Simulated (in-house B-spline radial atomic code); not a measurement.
Ionising Tb IV (Tb3+) with different functionals

Computed with a B-spline radial code for spherical atoms: four-component Dirac-Coulomb Hamiltonian, Fermi nucleus of rms radius 5.06 fm, spin-restricted, spherical fractional occupations for the functionals, and exact exchange of hybrids averaged over the configuration. The ionisation energy is the difference of two self-consistent energies, [Xe] 4f8 → [Xe] 4f7, without Breit or QED terms; ε is the level of the shell that loses the electron (mean over j). The electron is taken from both j subshells in proportion to 2j + 1, so the result is a j average, not the step between ground levels.

```tsv
method	rung	ΔSCF (eV)	-ε(4f) (eV)
B97-1	global hybrid	43.40	36.64
BHandHLYP	global hybrid	42.49	40.08
PBE0	global hybrid	43.35	37.19
HSE06	range-separated hybrid	43.29	36.71
```

Question: Among the functionals, which spreads more, the ΔSCF values or the orbital energies?

Answer: The orbital energies: ΔSCF values span about 0.91 eV and the orbital energies 3.43 eV.

Question: How do they compare with the NIST value?

Answer: NIST lists 39.33 eV ± 0.04 (semi-empirical, ground level to ground level). Errors run from +3.16 to +4.07 eV. The correlated functionals all miss on the same side by more than they spread, so the cause is common to them (Breit-QED terms, spin polarisation, the choice among j levels, multiplet and fine-structure energies, or a listed next ion that isn't the cheapest removal here) and closeness doesn't rank the functionals.
